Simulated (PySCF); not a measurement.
Job for PySCF: D3(BJ) and D4 dispersion corrections on C2H6S (SMILES CCS), a point of a torsion scan.

```python
from pyscf import gto
from pyscf.dispersion import dftd3, dftd4

mol = gto.M(
    atom='''
    C    -0.82250788    0.46465619    0.09929655
    C     0.12408746   -0.70359777   -0.09039522
    S     1.76099757   -0.29498384    0.64271799
    H    -1.79308471    0.22951412   -0.33247437
    H    -0.42869722    1.35448946   -0.38672573
    H    -0.95224871    0.67958121    1.15762805
    H    -0.24690222   -1.59640360    0.41288857
    H     0.28191664   -0.91448944   -1.14804680
    H     2.34094651   -1.45266880    0.33342048
    ''',
    basis='def2-svp',
    charge=0, spin=0, verbose=0, max_memory=1800)
d3, d4 = {}, {}
for xc in ['hf', 'pbe', 'blyp', 'revpbe', 'tpss', 'r2scan', 'b3lyp', 'pbe0', 'bhlyp', 'camb3lyp', 'b2plyp']:
    d3[xc] = float(dftd3.DFTD3Dispersion(mol, xc=xc, version='d3bj', atm=False).get_dispersion()['energy'])
    print(f'D3(BJ) {xc:10s} {d3[xc]:14.8f} Eh')
for xc in ['hf', 'pbe', 'blyp', 'revpbe', 'tpss', 'r2scan', 'b3lyp', 'pbe0', 'bhlyp', 'camb3lyp', 'b2plyp']:
    d4[xc] = float(dftd4.DFTD4Dispersion(mol, xc={'camb3lyp': 'cam-b3lyp'}.get(xc, xc), atm=True).get_dispersion()['energy'])
    print(f'D4     {xc:10s} {d4[xc]:14.8f} Eh')
```

The log:

```
D3(BJ) hf            -0.04860138 Eh
D3(BJ) pbe           -0.00582488 Eh
D3(BJ) blyp          -0.01237050 Eh
D3(BJ) revpbe        -0.01534030 Eh
D3(BJ) tpss          -0.00724668 Eh
D3(BJ) r2scan        -0.00153647 Eh
D3(BJ) b3lyp         -0.01004586 Eh
D3(BJ) pbe0          -0.00491154 Eh
D3(BJ) bhlyp         -0.00771662 Eh
D3(BJ) camb3lyp      -0.00428190 Eh
D3(BJ) b2plyp        -0.00453826 Eh
D4     hf            -0.02015831 Eh
D4     pbe           -0.00511865 Eh
D4     blyp          -0.01169150 Eh
D4     revpbe        -0.01802544 Eh
D4     tpss          -0.00695409 Eh
D4     r2scan        -0.00121903 Eh
D4     b3lyp         -0.00826097 Eh
D4     pbe0          -0.00424255 Eh
D4     bhlyp         -0.00580030 Eh
D4     camb3lyp      -0.00422510 Eh
D4     b2plyp        -0.00355083 Eh
```

The run finished.

Cost: around 0.020 core-seconds (rough).
